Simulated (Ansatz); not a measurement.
`C[SiH](F)CF` + `[AlH3]` → `FC[SiH](F)[AlH2]` + CH₄  (formal exchange of groups at the Si–C bond)

Program: Ansatz. Geometries: PBE0-D4/def2-TZVP. ΔE: electronic, gas phase. CBS: MP2 limit from def2 TZ/QZ plus the TZ coupled-cluster correction, frozen cores. This one scheme is used for every species. Functionals use def2-TZVPP. One conformer a species, not always the lowest.

CCSD(T)/CBS gives +14.4 kJ/mol.

(1) Another level gave -2.4 kJ/mol. Which?
A. CCSD(T)/def2-TZVPP
B. PBE/def2-TZVPP
C. ωB97M-V/def2-TZVPP
D. r2SCAN-D4/def2-TZVPP

Largest T1 diagnostic among the species: 0.012.

Answers

(1) B. PBE -2.4, r2SCAN-D4 10.5, ωB97M-V 22.0, CCSD(T)/def2-TZVPP 15.1 kJ/mol.

From PBE to PBE0 (25 % exact exchange), in def2-TZVPP and without D4, ΔE moves by +6.7 kJ/mol.
